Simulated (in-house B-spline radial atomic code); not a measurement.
The manganese ion Mn³⁺ is squeezed into an impenetrable sphere of radius R (the orbitals vanish at R). Method: non-relativistic PBE, spin-polarised, spherical fractional occupations, point nucleus. Calculated with an all-electron radial atomic-structure program (B-spline basis).

Energies in eV above the free ion in [Ar] 3d4:

| R (bohr) | highest level (eV) | [Ar] 3d4 | [Ne] 3s2 3p5 3d5 | -dE/dV in [Ar] 3d4 (GPa) |
| --- | --- | --- | --- | --- |
| 7.84 | -43.1 | 0 | 42.63 | 4.35e-06 |
| 6.42 | -43.1 | 8.211e-05 | 42.63 | 0.000529 |
| 4.7 | -43.1 | 0.01436 | 42.64 | 0.163 |
| 4.22 | -43 | 0.05717 | 42.69 | 0.787 |
| 3.73 | -42.8 | 0.2281 | 42.87 | 3.95 |
| 2.94 | -41.3 | 2.102 | 44.91 | 59.9 |
| 2.6 | -39.2 | 5.67 | 48.78 | 215 |
| 2.35 | -36.3 | 12.15 | 55.71 | 589 |
| 1.84 | -20.5 | 64.36 | 109.9 | 5610 |
| 1.24 | 60.3 | 567.4 | 611.4 | 123000 |

Q: Does [Ne] 3s2 3p5 3d5 fall below [Ar] 3d4 under compression?

A: No, it stays above over the whole range.

The highest level is first positive in the row R = 1.24 bohr, pushed up by confinement above the zero of the free ion's potential. Each configuration is held fixed and needn't be the lowest in the sphere.
